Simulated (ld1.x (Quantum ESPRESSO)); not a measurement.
Pseudopotential generation for Ba (Z = 56): TM, LDA (PZ), fully relativistic.

Input for ld1.x (Quantum ESPRESSO) 7.5:

```
&input
   title='Ba', zed=56., rel=2, dft='PZ', iswitch=3,
   config='[Xe] 5d0 6s0 6p0', rel_dist='average',
   nld=5, rlderiv=2.85, eminld=-5.0, emaxld=5.0, deld=0.02
 /
 &inputp
   pseudotype=2, tm=.true., lloc=1,
   nlcc=.false.,
   file_pseudopw='Ba.UPF', file_wfcaegen='ae.wfc', file_wfcncgen='nc.wfc', file_beta='beta', file_chi='chi'
 /
3
5S  1  0   2.00   0.00  2.50  2.50  0.0
5D  3  2   0.00   0.00  2.60  2.60  0.0
5P  2  1   6.00   0.00  2.00  2.00  0.0
 &test
   configts(1)='5s2 5p6 5d0 6s0 6p0'
 /
```

Command:

```bash
ld1.x < Ba.in > Ba.out
```

Output (shortened: banner, matrices, multipoles, cross overlaps and the repeated all-electron block are left out):

```
Program LD1 v.7.5
     --------------------------- All-electron run ----------------------------

     Ba
     dirac relativistic calculation

     atomic number is 56.00
     dft =PZ   lsd =0 sic =0 latt =0  beta=0.20 tr2=1.0E-14
     Exchange-correlation= PZ
                           (   1   1   0   0   0   0   0)
     mesh =1251 r(mesh) =  99.44933 a.u. xmin = -7.00 dx = 0.01250
     1 Ry =  13.60569312 eV, c = 137.03599908

     n l j   nl                  e(Ry)          e(Ha)          e(eV)
     Spin orbit split results
     1 0 0.5 1S 1( 2.00)     -2734.3782     -1367.1891    -37203.1111
     2 0 0.5 2S 1( 2.00)      -432.8914      -216.4457     -5889.7878
     2 1 0.5 2P 1( 2.00)      -408.0086      -204.0043     -5551.2403
     2 1 1.5 2P 1( 4.00)      -379.9877      -189.9939     -5169.9962
     3 0 0.5 3S 1( 2.00)       -92.0765       -46.0383     -1252.7649
     3 1 0.5 3P 1( 2.00)       -81.6141       -40.8070     -1110.4159
     3 1 1.5 3P 1( 4.00)       -76.2006       -38.1003     -1036.7613
     4 0 0.5 4S 1( 2.00)       -18.7852        -9.3926      -255.5855
     4 1 0.5 4P 1( 2.00)       -14.9814        -7.4907      -203.8321
     4 1 1.5 4P 1( 4.00)       -13.8436        -6.9218      -188.3511
     3 2 1.5 3D 1( 4.00)       -57.7778       -28.8889      -786.1076
     3 2 2.5 3D 1( 6.00)       -56.6225       -28.3113      -770.3888
     5 0 0.5 5S 1( 2.00)        -3.3937        -1.6969       -46.1743
     5 1 0.5 5P 1( 2.00)        -2.3934        -1.1967       -32.5644
     5 1 1.5 5P 1( 4.00)        -2.2340        -1.1170       -30.3950
     4 2 1.5 4D 1( 4.00)        -7.6214        -3.8107      -103.6940
     4 2 2.5 4D 1( 6.00)        -7.4281        -3.7141      -101.0648
     5 2 1.5 5D 1( 0.00)        -0.9655        -0.4828       -13.1366
     5 2 2.5 5D 1( 0.00)        -0.9512        -0.4756       -12.9421
     6 0 0.5 6S 1( 0.00)        -0.9082        -0.4541       -12.3566
     6 1 0.5 6P 1( 0.00)        -0.6714        -0.3357        -9.1354
     6 1 1.5 6P 1( 0.00)        -0.6438        -0.3219        -8.7596
     Averaged results
     1 0     1S 1( 2.00)     -2734.3782     -1367.1891    -37203.1111
     2 0     2S 1( 2.00)      -432.8914      -216.4457     -5889.7878
     2 1     2P 1( 6.00)      -389.3280      -194.6640     -5297.0776
     3 0     3S 1( 2.00)       -92.0765       -46.0383     -1252.7649
     3 1     3P 1( 6.00)       -78.0051       -39.0025     -1061.3129
     4 0     4S 1( 2.00)       -18.7852        -9.3926      -255.5855
     4 1     4P 1( 6.00)       -14.2228        -7.1114      -193.5115
     3 2     3D 1(10.00)       -57.0847       -28.5423      -776.6763
     5 0     5S 1( 2.00)        -3.3937        -1.6969       -46.1743
     5 1     5P 1( 6.00)        -2.2871        -1.1436       -31.1181
     4 2     4D 1(10.00)        -7.5054        -3.7527      -102.1165
     5 2     5D 1( 0.00)        -0.9569        -0.4785       -13.0199
     6 0     6S 1( 0.00)        -0.9082        -0.4541       -12.3566
     6 1     6P 1( 0.00)        -0.6530        -0.3265        -8.8849

     final scf error:  6.3E-15 reached in  23 iterations

     Etot =  -16264.981833 Ry,   -8132.490917 Ha, -221296.351473 eV

     Ekin =   17359.853437 Ry,    8679.926718 Ha,  236192.838524 eV
     Encl =  -39519.801610 Ry,  -19759.900805 Ha, -537694.292984 eV
     Eh   =    6278.121558 Ry,    3139.060779 Ha,   85418.195306 eV
     Exc  =    -383.155218 Ry,    -191.577609 Ha,   -5213.092319 eV

     normalization and overlap integrals

     s(1S/1S) =  1.000000  <r> =   0.0256  <r2> =    0.0009  r(max) =   0.0164
     s(2S/2S) =  1.000000  <r> =   0.1094  <r2> =    0.0142  r(max) =   0.0930
     s(2P/2P) =  1.000000  <r> =   0.0920  <r2> =    0.0104  r(max) =   0.0715
     s(2P/2P) =  1.000000  <r> =   0.0980  <r2> =    0.0117  r(max) =   0.0761
     s(3S/3S) =  1.000000  <r> =   0.2920  <r2> =    0.0976  r(max) =   0.2657
     s(3P/3P) =  1.000000  <r> =   0.2818  <r2> =    0.0923  r(max) =   0.2528
     s(3P/3P) =  1.000000  <r> =   0.2938  <r2> =    0.1001  r(max) =   0.2657
     s(4S/4S) =  1.000000  <r> =   0.6742  <r2> =    0.5134  r(max) =   0.6217
     s(4P/4P) =  1.000000  <r> =   0.6970  <r2> =    0.5531  r(max) =   0.6374
     s(4P/4P) =  1.000000  <r> =   0.7247  <r2> =    0.5976  r(max) =   0.6618
     s(3D/3D) =  1.000000  <r> =   0.2645  <r2> =    0.0827  r(max) =   0.2122
     s(3D/3D) =  1.000000  <r> =   0.2683  <r2> =    0.0849  r(max) =   0.2175
     s(5S/5S) =  1.000000  <r> =   1.6291  <r2> =    2.9827  r(max) =   1.4728
     s(5P/5P) =  1.000000  <r> =   1.8386  <r2> =    3.8241  r(max) =   1.6074
     s(5P/5P) =  1.000000  <r> =   1.9189  <r2> =    4.1637  r(max) =   1.6899
     s(4D/4D) =  1.000000  <r> =   0.7950  <r2> =    0.7349  r(max) =   0.6870
     s(4D/4D) =  1.000000  <r> =   0.8051  <r2> =    0.7536  r(max) =   0.6957
     s(5D/5D) =  1.000000  <r> =   2.7604  <r2> =    8.7582  r(max) =   2.3098
     s(5D/5D) =  1.000000  <r> =   2.7946  <r2> =    8.9729  r(max) =   2.3388
     s(6S/6S) =  1.000000  <r> =   3.8623  <r2> =   16.6527  r(max) =   3.5330
     s(6P/6P) =  1.000000  <r> =   4.5531  <r2> =   23.2389  r(max) =   4.1564
     s(6P/6P) =  1.000000  <r> =   4.7148  <r2> =   24.9180  r(max) =   4.3152

     ------------------------ End of All-electron run ------------------------

     --------------------- Generating NC pseudopotential ---------------------

      Generating local pot.: lloc=1, j= 0.50, matching radius rcloc =   2.0000

      Generating local pot.: lloc=1, j= 1.50, matching radius rcloc =   2.0000

     Fully relativistic calculation: |psi|^2

     Wfc 5S LC norm =  0.99981887 SC norm =  0.00018078 missing  0.00000035

     Wfc 5D LC norm =  0.99993703 SC norm =  0.00006287 missing  0.00000011

     Wfc 5D LC norm =  0.99993851 SC norm =  0.00005530 missing  0.00000619

      Wfc   5S  rcut= 2.521  Using Troullier-Martins method

      Wfc   5D  rcut= 2.585  Using Troullier-Martins method

      Wfc   5D  rcut= 2.585  Using Troullier-Martins method

     ------------------- End of pseudopotential generation -------------------

     Computing logarithmic derivative in   2.83890

       Warning: n=3, l=1 expected 1 nodes, found 0
       Setting wfc to zero for this iteration
       (This warning will only be printed once per wavefunction)

     Computing logarithmic derivative in   2.83890
     Computing the partial wave expansion
     R is outside the sphere for l=    0 j= 0.50
       no projector for channel:   1
       no projector for channel:   1
     R is outside the sphere for l=    2 j= 1.50
     R is outside the sphere for l=    2 j= 2.50

     ---------------------- Testing the pseudopotential ----------------------

     Ba
     dirac relativistic calculation

     atomic number is 56.00   valence charge is 10.00
     dft =PZ   lsd =0 sic =0 latt =0  beta=0.20 tr2=1.0E-14
     mesh =1251 r(mesh) =  99.44933 xmin = -7.00 dx = 0.01250

     n l  j  nl             e AE (Ry)       e PS (Ry)    De AE-PS (Ry)
     1 0 0.5 5S   1( 2.00)       -3.39375       -3.39375       -0.00000
     2 1 0.5 5P   1( 2.00)       -2.39344       -2.28435       -0.10909  !
     2 1 1.5 5P   1( 4.00)       -2.23399       -2.28435        0.05036  !
     3 2 1.5 5D   1( 0.00)       -0.96552       -0.96552       -0.00001
     3 2 2.5 5D   1( 0.00)       -0.95123       -0.95123        0.00000
     2 0 0.5 6S   1( 0.00)       -0.90819       -0.94962        0.04143  !
     3 1 0.5 6P   1( 0.00)       -0.67144       -0.67144        0.00000
     3 1 1.5 6P   1( 0.00)       -0.64382       -0.64382        0.00000

     eps = 5.4E-16  iter = 11

     Etot =  -16264.981833 Ry,   -8132.490917 Ha, -221296.351473 eV
     Etotps =   -50.049506 Ry,     -25.024753 Ha,    -680.958225 eV

     Ekin =      11.274013 Ry,       5.637006 Ha,     153.390756 eV
     Encl =     -86.150155 Ry,     -43.075078 Ha,   -1172.132573 eV
     Ehrt =      31.495272 Ry,      15.747636 Ha,     428.515011 eV
     Ecxc =      -6.324230 Ry,      -3.162115 Ha,     -86.045535 eV
     Epseu=      -0.344406 Ry,      -0.172203 Ha,      -4.685884 eV

     ---------------------- End of pseudopotential test ----------------------
```

Generation and configuration tests took about 1.6 s on one core of a shared server CPU.

Transferability test of the new file with ld1.x, input:

```
&input
   title='Ba', zed=56., rel=2, dft='PZ', iswitch=2,
   config='[Xe] 5d0 6s0 6p0', rel_dist='average'
 /
 &test
   file_pseudo='Ba.UPF', nconf=8,
   configts(1)='5s2 5p6 5d0 6s0 6p0',
   configts(2)='5s2 5p6 5d0 6s2 6p0',
   configts(3)='5s2 5p6 5d0 6s1 6p0',
   configts(4)='5s2 5p6 5d0 6s1.5 6p0',
   configts(5)='5s2 5p6 5d0.5 6s1.5 6p0',
   configts(6)='5s2 5p6 5d1 6s0 6p0',
   configts(7)='5s2 5p6 5d0 6s0 6p2',
   configts(8)='5s2 5p6 5d1 6s1 6p0'
 /
```

```bash
ld1.x < Ba.test.in > Ba.test.out
```

Pseudopotential blocks of its output, shortened (energy terms left out; the distinct warnings before each block abridged to one line each):

```
     Warning: n=3, l=1 expected 1 nodes, found 0
     ---------------------- Testing the pseudopotential ----------------------

     n l  j  nl             e AE (Ry)       e PS (Ry)    De AE-PS (Ry)
     1 0 0.5 5S   1( 2.00)       -3.39375       -3.39375       -0.00000
     2 1 0.5 5P   1( 2.00)       -2.39344       -2.28435       -0.10909  !
     2 1 1.5 5P   1( 4.00)       -2.23399       -2.28435        0.05036  !
     3 2 1.5 5D   1( 0.00)       -0.96552       -0.96552       -0.00001
     3 2 2.5 5D   1( 0.00)       -0.95123       -0.95123        0.00000
     2 0 0.5 6S   1( 0.00)       -0.90819       -0.94962        0.04143  !
     3 1 0.5 6P   1( 0.00)       -0.67144       -0.67144        0.00000
     3 1 1.5 6P   1( 0.00)       -0.64382       -0.64382        0.00000

     eps = 1.0E-15  iter = 11

     Etot =  -16264.981833 Ry,   -8132.490917 Ha, -221296.351473 eV
     Etotps =   -50.049506 Ry,     -25.024753 Ha,    -680.958226 eV

     ---------------------- End of pseudopotential test ----------------------

          ---------------------- Testing the pseudopotential ----------------------

     n l  j  nl             e AE (Ry)       e PS (Ry)    De AE-PS (Ry)
     1 0 0.5 5S   1( 2.00)       -2.48112       -2.44315       -0.03797  !
     2 1 0.5 5P   1( 2.00)       -1.48938       -1.35027       -0.13911  !
     2 1 1.5 5P   1( 4.00)       -1.33388       -1.35027        0.01639  !
     3 2 1.5 5D   1( 0.00)       -0.16256       -0.14344       -0.01912  !
     3 2 2.5 5D   1( 0.00)       -0.15343       -0.13481       -0.01862  !
     2 0 0.5 6S   1( 2.00)       -0.24624       -0.25136        0.00512  !
     3 1 0.5 6P   1( 0.00)       -0.10174       -0.10174        0.00000
     3 1 1.5 6P   1( 0.00)       -0.09091       -0.09091        0.00000

     eps = 7.6E-15  iter = 15

     Etot =  -16266.136460 Ry,   -8133.068230 Ha, -221312.060965 eV
     Etotps =   -51.241165 Ry,     -25.620582 Ha,    -697.171561 eV
     dEtot_ae =      -1.154626 Ry
     dEtot_ps =      -1.191658 Ry,   Delta E=       0.037032 Ry

     ---------------------- End of pseudopotential test ----------------------

          ---------------------- Testing the pseudopotential ----------------------

     n l  j  nl             e AE (Ry)       e PS (Ry)    De AE-PS (Ry)
     1 0 0.5 5S   1( 2.00)       -2.90293       -2.87893       -0.02399  !
     2 1 0.5 5P   1( 2.00)       -1.90832       -1.78058       -0.12774  !
     2 1 1.5 5P   1( 4.00)       -1.75148       -1.78058        0.02909  !
     3 2 1.5 5D   1( 0.00)       -0.54032       -0.52727       -0.01305  !
     3 2 2.5 5D   1( 0.00)       -0.52889       -0.51608       -0.01281  !
     2 0 0.5 6S   1( 1.00)       -0.57493       -0.59171        0.01678  !
     3 1 0.5 6P   1( 0.00)       -0.38907       -0.38907        0.00000
     3 1 1.5 6P   1( 0.00)       -0.37085       -0.37085        0.00000

     eps = 2.0E-15  iter = 10

     Etot =  -16265.729161 Ry,   -8132.864581 Ha, -221306.519392 eV
     Etotps =   -50.823457 Ry,     -25.411729 Ha,    -691.488365 eV
     dEtot_ae =      -0.747328 Ry
     dEtot_ps =      -0.773951 Ry,   Delta E=       0.026623 Ry

     ---------------------- End of pseudopotential test ----------------------

          ---------------------- Testing the pseudopotential ----------------------

     n l  j  nl             e AE (Ry)       e PS (Ry)    De AE-PS (Ry)
     1 0 0.5 5S   1( 2.00)       -2.68213       -2.65015       -0.03198  !
     2 1 0.5 5P   1( 2.00)       -1.68925       -1.55511       -0.13414  !
     2 1 1.5 5P   1( 4.00)       -1.53321       -1.55511        0.02190  !
     3 2 1.5 5D   1( 0.00)       -0.34339       -0.32662       -0.01677  !
     3 2 2.5 5D   1( 0.00)       -0.33312       -0.31671       -0.01641  !
     2 0 0.5 6S   1( 1.50)       -0.40564       -0.41579        0.01015  !
     3 1 0.5 6P   1( 0.00)       -0.24010       -0.24010        0.00000
     3 1 1.5 6P   1( 0.00)       -0.22556       -0.22556        0.00000

     eps = 9.5E-15  iter = 13

     Etot =  -16265.973981 Ry,   -8132.986991 Ha, -221309.850339 eV
     Etotps =   -51.074934 Ry,     -25.537467 Ha,    -694.909884 eV
     dEtot_ae =      -0.992148 Ry
     dEtot_ps =      -1.025428 Ry,   Delta E=       0.033280 Ry

     ---------------------- End of pseudopotential test ----------------------

          ---------------------- Testing the pseudopotential ----------------------

     n l  j  nl             e AE (Ry)       e PS (Ry)    De AE-PS (Ry)
     1 0 0.5 5S   1( 2.00)       -2.43152       -2.40627       -0.02525  !
     2 1 0.5 5P   1( 2.00)       -1.44262       -1.31488       -0.12774  !
     2 1 1.5 5P   1( 4.00)       -1.28831       -1.31488        0.02658  !
     3 2 1.5 5D   1( 0.20)       -0.13511       -0.12227       -0.01284  !
     3 2 2.5 5D   1( 0.30)       -0.12675       -0.11427       -0.01249  !
     2 0 0.5 6S   1( 1.50)       -0.22977       -0.23767        0.00790  !
     3 1 0.5 6P   1( 0.00)       -0.09222       -0.09222        0.00000
     3 1 1.5 6P   1( 0.00)       -0.08239       -0.08239        0.00000

     eps = 4.4E-15  iter = 16

     Etot =  -16266.089144 Ry,   -8133.044572 Ha, -221311.417210 eV
     Etotps =   -51.182771 Ry,     -25.591385 Ha,    -696.377071 eV
     dEtot_ae =      -1.107311 Ry
     dEtot_ps =      -1.133264 Ry,   Delta E=       0.025953 Ry

     ---------------------- End of pseudopotential test ----------------------

          ---------------------- Testing the pseudopotential ----------------------

     n l  j  nl             e AE (Ry)       e PS (Ry)    De AE-PS (Ry)
     1 0 0.5 5S   1( 2.00)       -2.77190       -2.77376        0.00186
     2 1 0.5 5P   1( 2.00)       -1.78446       -1.67986       -0.10460  !
     2 1 1.5 5P   1( 4.00)       -1.63056       -1.67986        0.04930  !
     3 2 1.5 5D   1( 0.40)       -0.45361       -0.45380        0.00019
     3 2 2.5 5D   1( 0.60)       -0.44340       -0.44360        0.00020
     2 0 0.5 6S   1( 0.00)       -0.51154       -0.53571        0.02417  !
     3 1 0.5 6P   1( 0.00)       -0.33568       -0.33568        0.00000
     3 1 1.5 6P   1( 0.00)       -0.31928       -0.31928        0.00000

     eps = 7.7E-15  iter = 11

     Etot =  -16265.675477 Ry,   -8132.837739 Ha, -221305.788985 eV
     Etotps =   -50.743282 Ry,     -25.371641 Ha,    -690.397521 eV
     dEtot_ae =      -0.693644 Ry
     dEtot_ps =      -0.693775 Ry,   Delta E=       0.000131 Ry

     ---------------------- End of pseudopotential test ----------------------

          BEWARE! Errors in PS-KS equations
     Warning: n=1, l=0 expected 0 nodes, found 1
     Warning: n=2, l=1 expected 0 nodes, found 1
     ---------------------- Testing the pseudopotential ----------------------

     n l  j  nl             e AE (Ry)       e PS (Ry)    De AE-PS (Ry)
     1 0 0.5 5S   1( 2.00)       -2.64372       -3.39375        0.75002  !
     2 1 0.5 5P   1( 2.00)       -1.64828       -2.28435        0.63607  !
     2 1 1.5 5P   1( 4.00)       -1.49105       -2.28435        0.79329  !
     3 2 1.5 5D   1( 0.00)       -0.28061       -0.35942        0.07881  !
     3 2 2.5 5D   1( 0.00)       -0.26962       -0.35051        0.08089  !
     2 0 0.5 6S   1( 0.00)       -0.32898       -0.40235        0.07337  !
     3 1 0.5 6P   1( 0.67)       -0.16903       -0.16903        0.00000
     3 1 1.5 6P   1( 1.33)       -0.15605       -0.15605        0.00000

     eps = 7.9E-15  iter = 20

     Etot =  -16265.816583 Ry,   -8132.908291 Ha, -221307.708820 eV
     Etotps =   -50.370261 Ry,     -25.185131 Ha,    -685.322316 eV
     dEtot_ae =      -0.834750 Ry
     dEtot_ps =      -0.320755 Ry,   Delta E=      -0.513995 Ry

     ---------------------- End of pseudopotential test ----------------------

          ---------------------- Testing the pseudopotential ----------------------

     n l  j  nl             e AE (Ry)       e PS (Ry)    De AE-PS (Ry)
     1 0 0.5 5S   1( 2.00)       -2.39014       -2.37592       -0.01422  !
     2 1 0.5 5P   1( 2.00)       -1.40357       -1.28569       -0.11788  !
     2 1 1.5 5P   1( 4.00)       -1.25023       -1.28569        0.03546  !
     3 2 1.5 5D   1( 0.40)       -0.11294       -0.10548       -0.00746  !
     3 2 2.5 5D   1( 0.60)       -0.10528       -0.09804       -0.00724  !
     2 0 0.5 6S   1( 1.00)       -0.21610       -0.22665        0.01056  !
     3 1 0.5 6P   1( 0.00)       -0.08480       -0.08480        0.00000
     3 1 1.5 6P   1( 0.00)       -0.07585       -0.07585        0.00000

     eps = 8.7E-15  iter = 16

     Etot =  -16266.037192 Ry,   -8133.018596 Ha, -221310.710363 eV
     Etotps =   -51.121242 Ry,     -25.560621 Ha,    -695.539936 eV
     dEtot_ae =      -1.055359 Ry
     dEtot_ps =      -1.071736 Ry,   Delta E=       0.016377 Ry

     ---------------------- End of pseudopotential test ----------------------
```
